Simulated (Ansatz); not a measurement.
The cluster Mg₄. The state is a quintet with charge 0. Geometry r2SCAN/def2-TZVP; atoms count from 1.

```csv
atom,x (Å),y (Å),z (Å)
Mg1,-0.667,-1.025,-0.765
Mg2,0.669,1.026,0.763
Mg3,1.400,-1.925,1.020
Mg4,-1.401,1.925,-1.018
```

At PBE0/def2-TZVP a singlet of charge 0 lies 2.52 eV below the quintet, each at its own geometry. The structure comes from a short search, and lower isomers may exist.

Q: Estimate the Mulliken populations from the PBE0/def2-TZVP orbitals of Ansatz.

A: 
```json
{"atom": "Mg1", "charge (e)": "0.06", "spin (α − β)": "1.15"}
{"atom": "Mg2", "charge (e)": "0.06", "spin (α − β)": "1.15"}
{"atom": "Mg3", "charge (e)": "-0.06", "spin (α − β)": "0.85"}
{"atom": "Mg4", "charge (e)": "-0.06", "spin (α − β)": "0.85"}
```
Mulliken values and Mayer orders depend strongly on the basis.

Q: Where does the spin sit?

A: Summed by element: Mg 4.00, of 4 unpaired in all. Largest on single atoms: Mg1 1.15, Mg2 1.15, Mg4 0.85.

Q: And the Mayer bond orders between bonded heavy atoms (over 0.3)?

A: Mg1–Mg2 0.79 (2.89 Å); Mg1–Mg3 0.81 (2.88 Å); Mg1–Mg4 0.54 (3.05 Å); Mg2–Mg3 0.54 (3.05 Å); Mg2–Mg4 0.81 (2.87 Å). Values over 0.3 also appear between atoms too far apart for a bond (Mg3–Mg4 0.32 at 5.18 Å); they arise where an orbital or an unpaired electron spreads over both atoms.
